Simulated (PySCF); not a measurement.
PySCF input (BP86/def2-TZVPD):

```python
from pyscf import gto, scf, dft

mol = gto.M(
    atom='''
    Mg   -0.00000000   -0.00000000   -2.12540836
    I     0.00000000    0.00000000    0.48122453
    ''',
    basis='def2-tzvpd',
    ecp='def2-tzvp',
    charge=0,
    spin=1,
    symmetry='C2v',
    verbose=4,
)

mf = dft.UKS(mol, xc='bp86').density_fit(auxbasis='def2-universal-jkfit')
mf.grids.level = 3
mf.conv_tol = 1e-9
mf.max_cycle = 100
mf.max_memory = 1500
mf.kernel()
if not mf.converged:
    mf = mf.newton()
    mf.kernel(mf.make_rdm1())
mf.analyze()
```

End of the output:

```
Extra cycle  E= -497.978524245847  delta_E= 2.84e-12  |g|= 2.29e-06  |ddm|= 8.21e-06
converged SCF energy = -497.978524245847  <S^2> = 0.75108267  2S+1 = 2.0010824
**** SCF Summaries ****
Total Energy =                        -497.978524245847382
Nuclear Repulsion Energy =              60.903537235732486
One-electron Energy =                 -919.397316927201132
Two-electron Energy =                  360.515255445621278
Two-electron Coulomb Energy =          399.373369291330732
DFT Exchange-Correlation Energy =      -38.858113845709482
HOMO-LUMO gap [eV] =                     1.245257624224682
Wave-function symmetry = A1
alpha occupancy for each irrep:     A1   A2   B1   B2
                                    10    1    4    4
beta  occupancy for each irrep:     A1   A2   B1   B2
                                     9    1    4    4
**** MO energy ****
alpha MO #1 (A1 #1), energy= -46.3207285930831 occ= 1
alpha MO #2 (A1 #2), energy= -6.58577470007386 occ= 1
alpha MO #3 (A1 #3), energy= -4.64813386351985 occ= 1
alpha MO #4 (B1 #1), energy= -4.64386702796344 occ= 1
alpha MO #5 (B2 #1), energy= -4.64386702796345 occ= 1
alpha MO #6 (A1 #4), energy= -2.9855137304402 occ= 1
alpha MO #7 (A1 #5), energy= -1.78625330189265 occ= 1
alpha MO #8 (B1 #2), energy= -1.78437162653879 occ= 1
alpha MO #9 (B2 #2), energy= -1.78437162653879 occ= 1
alpha MO #10 (A1 #6), energy= -1.78064713105948 occ= 1
alpha MO #11 (A2 #1), energy= -1.78064526005969 occ= 1
alpha MO #12 (B1 #3), energy= -1.77776178872952 occ= 1
alpha MO #13 (B2 #3), energy= -1.77776178872952 occ= 1
alpha MO #14 (A1 #7), energy= -1.77479324076114 occ= 1
alpha MO #15 (A1 #8), energy= -0.610831173683131 occ= 1
alpha MO #16 (A1 #9), energy= -0.28314891760521 occ= 1
alpha MO #17 (B1 #4), energy= -0.23063346703612 occ= 1
alpha MO #18 (B2 #4), energy= -0.230633467036119 occ= 1
alpha MO #19 (A1 #10), energy= -0.183175796550181 occ= 1
alpha MO #20 (B1 #5), energy= -0.0725112404883115 occ= 0
alpha MO #21 (B2 #5), energy= -0.0725112404883115 occ= 0
alpha MO #22 (A1 #11), energy= -0.0242136775189081 occ= 0
alpha MO #23 (A1 #12), energy= 0.0229735249860941 occ= 0
alpha MO #24 (A1 #13), energy= 0.0264124377808677 occ= 0
alpha MO #25 (B1 #6), energy= 0.0307947081009727 occ= 0
alpha MO #26 (B2 #6), energy= 0.0307947081009754 occ= 0
alpha MO #27 (B1 #7), energy= 0.0463305228236361 occ= 0
alpha MO #28 (B2 #7), energy= 0.0463305228236353 occ= 0
alpha MO #29 (A1 #14), energy= 0.0503663980630926 occ= 0
alpha MO #30 (A2 #2), energy= 0.0539131490582296 occ= 0
alpha MO #31 (A1 #15), energy= 0.0539132533584007 occ= 0
alpha MO #32 (B1 #8), energy= 0.080563971685887 occ= 0
alpha MO #33 (B2 #8), energy= 0.0805639716858897 occ= 0
alpha MO #34 (A1 #16), energy= 0.106395455258532 occ= 0
alpha MO #35 (A1 #17), energy= 0.119771952776751 occ= 0
alpha MO #36 (A2 #3), energy= 0.119772110037402 occ= 0
alpha MO #37 (A1 #18), energy= 0.150920724844783 occ= 0
alpha MO #38 (B1 #9), energy= 0.180237021770815 occ= 0
alpha MO #39 (B2 #9), energy= 0.180237021770795 occ= 0
alpha MO #40 (A1 #19), energy= 0.20120603090492 occ= 0
alpha MO #41 (B1 #10), energy= 0.262386605514448 occ= 0
alpha MO #42 (B2 #10), energy= 0.262386605514402 occ= 0
alpha MO #43 (A1 #20), energy= 0.273269563916202 occ= 0
alpha MO #44 (B1 #11), energy= 0.300979605721113 occ= 0
alpha MO #45 (B2 #11), energy= 0.30097960572112 occ= 0
alpha MO #46 (A1 #21), energy= 0.321297101923023 occ= 0
alpha MO #47 (B1 #12), energy= 0.338482359187849 occ= 0
alpha MO #48 (B2 #12), energy= 0.338482359187849 occ= 0
alpha MO #49 (A1 #22), energy= 0.342881216565667 occ= 0
alpha MO #50 (A2 #4), energy= 0.342881383873223 occ= 0
alpha MO #51 (A1 #23), energy= 0.447396292135181 occ= 0
alpha MO #52 (A2 #5), energy= 0.534705536993386 occ= 0
alpha MO #53 (A1 #24), energy= 0.534706333892977 occ= 0
alpha MO #54 (B1 #13), energy= 0.566779896245373 occ= 0
alpha MO #55 (B2 #13), energy= 0.566779896245362 occ= 0
alpha MO #56 (A1 #25), energy= 0.575059340536562 occ= 0
alpha MO #57 (A1 #26), energy= 0.66587547411072 occ= 0
alpha MO #58 (A1 #27), energy= 0.823807556345287 occ= 0
alpha MO #59 (A2 #6), energy= 0.823809351294939 occ= 0
alpha MO #60 (B1 #14), energy= 0.828691633459358 occ= 0
alpha MO #61 (B2 #14), energy= 0.82869163345936 occ= 0
alpha MO #62 (B1 #15), energy= 0.874474497939886 occ= 0
alpha MO #63 (B2 #15), energy= 0.874474497939883 occ= 0
alpha MO #64 (A1 #28), energy= 1.01171441038047 occ= 0
alpha MO #65 (B1 #16), energy= 1.18282789206535 occ= 0
alpha MO #66 (B2 #16), energy= 1.18282789206533 occ= 0
alpha MO #67 (A1 #29), energy= 1.37778903049281 occ= 0
alpha MO #68 (A2 #7), energy= 1.4403332873021 occ= 0
alpha MO #69 (A1 #30), energy= 1.4403363451264 occ= 0
alpha MO #70 (B1 #17), energy= 1.46904775966171 occ= 0
alpha MO #71 (B2 #17), energy= 1.46904775966171 occ= 0
alpha MO #72 (A1 #31), energy= 1.53010973418534 occ= 0
alpha MO #73 (B1 #18), energy= 1.74305855530866 occ= 0
alpha MO #74 (B2 #18), energy= 1.74305855530865 occ= 0
alpha MO #75 (A1 #32), energy= 1.84409874669318 occ= 0
alpha MO #76 (A1 #33), energy= 2.95809389934502 occ= 0
alpha MO #77 (A2 #8), energy= 2.95813259538344 occ= 0
alpha MO #78 (B1 #19), energy= 2.96010140668059 occ= 0
alpha MO #79 (B2 #19), energy= 2.96010140668059 occ= 0
alpha MO #80 (B1 #20), energy= 2.98156424975232 occ= 0
alpha MO #81 (B2 #20), energy= 2.98156424975233 occ= 0
alpha MO #82 (A1 #34), energy= 3.08126120315698 occ= 0
alpha MO #83 (A1 #35), energy= 4.15794313637509 occ= 0
alpha MO #84 (A1 #36), energy= 4.6001487448799 occ= 0
alpha MO #85 (A2 #9), energy= 6.25583572182168 occ= 0
alpha MO #86 (A1 #37), energy= 6.25584012862537 occ= 0
alpha MO #87 (B1 #21), energy= 6.27225716996826 occ= 0
alpha MO #88 (B2 #21), energy= 6.27225716996826 occ= 0
alpha MO #89 (A1 #38), energy= 6.32885165438918 occ= 0
alpha MO #90 (B1 #22), energy= 34.4343095312751 occ= 0
alpha MO #91 (B2 #22), energy= 34.4343095312752 occ= 0
alpha MO #92 (A1 #39), energy= 34.558980199884 occ= 0
alpha MO #93 (A1 #40), energy= 42.6215670511079 occ= 0
alpha MO #94 (A1 #41), energy= 118.646878214055 occ= 0
beta  MO #1 (A1 #1), energy= -46.3190504216701 occ= 1
beta  MO #2 (A1 #2), energy= -6.58534753372192 occ= 1
beta  MO #3 (A1 #3), energy= -4.64721250530899 occ= 1
beta  MO #4 (B1 #1), energy= -4.64368058013751 occ= 1
beta  MO #5 (B2 #1), energy= -4.64368058013751 occ= 1
beta  MO #6 (A1 #4), energy= -2.9825795914388 occ= 1
beta  MO #7 (A1 #5), energy= -1.78502842619243 occ= 1
beta  MO #8 (B1 #2), energy= -1.78345462377581 occ= 1
[...]
```
